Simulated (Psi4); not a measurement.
Cl$_{3}$Y, charge +1, doublet, geometry from GFN2-xTB (such geometries of metal compounds can be far from the true shape) (the multiplicity is a formal guess) (core potentials on Y), atoms displaced at random by about 0.1 Å a coordinate. Base run: Psi4 with B3LYP/def2-SVP.

The Psi4 input:
```
memory 2 GB

molecule {
1 2
Y     0.14671072    0.55940319    0.23451714
Cl    1.74691534   -0.82094166   -0.75933929
Cl   -0.88913160   -1.24158017    1.39803785
Cl   -1.37193874    0.46738857   -1.39902124
}

set {
  basis def2-svp
  reference uks
}

optimize('b3lyp')
print_variables()
```

The base run was repeated with changes; each row names its change, and settings that it needs were set with it.

```tsv
change	ΔE vs base (kcal/mol)	optimiser steps	core-seconds (rough)	outcome
base	0.000	26	200	converged
step_type = nr	0.000	30	200	converged
hess_update = none	-	-	-	cut at the time limit
g_convergence = nwchem_loose	0.001	24	200	converged
hess_update = bofill	0.000	27	200	converged
```

Open shells are given as the SCF converged; they aren't shown to be the lowest states, and a large step between rows can be another state.
